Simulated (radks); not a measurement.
La4+, 53 electrons, occupied as [Kr] 4d10 5s2 5p5.

Method: Dirac Kohn-Sham, PBE, spin-unpolarised, spherical densities, finite nucleus; open shells are shared between the two j in proportion to 2j + 1; Fermi nuclear charge, rms radius 4.855 fm; computed with a radial shooting solver on a logarithmic mesh with Libxc functionals.

Energy parts (hartree):
| part | energy |
|---|---|
| total | -8493.9465 |
| kinetic | 9089.4056 |
| electron-nucleus | -20591.1029 |
| Hartree | 3210.4996 |
| exchange-correlation | -202.7488 |

Orbitals (lengths in bohr, moments of r in powers of bohr):
| orbital | occ. | eigenvalue (hartree) | <1/r> | small-component weight |
|---|---|---|---|---|
| 1s1/2 | 2 | -1424.187 | 62.01 | 4.44e-02 |
| 2s1/2 | 2 | -227.8163 | 14.59 | 9.62e-03 |
| 2p1/2 | 2 | -214.9430 | 14.57 | 9.65e-03 |
| 2p3/2 | 4 | -199.7609 | 13.25 | 9.09e-03 |
| 3s1/2 | 2 | -49.83140 | 5.254 | 2.93e-03 |
| 3p1/2 | 2 | -44.40259 | 5.166 | 2.87e-03 |
| 3p3/2 | 4 | -41.44315 | 4.838 | 2.71e-03 |
| 3d3/2 | 4 | -31.93278 | 4.700 | 2.59e-03 |
| 3d5/2 | 6 | -31.29961 | 4.617 | 2.55e-03 |
| 4s1/2 | 2 | -11.16989 | 2.172 | 8.96e-04 |
| 4p1/2 | 2 | -9.17101 | 2.069 | 8.32e-04 |
| 4p3/2 | 4 | -8.54044 | 1.962 | 7.83e-04 |
| 4d3/2 | 4 | -5.26149 | 1.745 | 6.43e-04 |
| 4d5/2 | 6 | -5.15172 | 1.719 | 6.30e-04 |
| 5s1/2 | 2 | -2.73714 | 0.8779 | 2.13e-04 |
| 5p1/2 | 1.66667 | -2.16709 | 0.7912 | 1.78e-04 |
| 5p3/2 | 3.33333 | -2.06262 | 0.7572 | 1.67e-04 |

The highest occupied level is 5p3/2 at -56.127 eV. The electron density at the nucleus is 3.517e+05 e/bohr^3. Summed over all electrons, <r^2> = 34.12 bohr^2, which gives a Langevin (diamagnetic) susceptibility term of -27 x 10^-6 cm^3/mol.
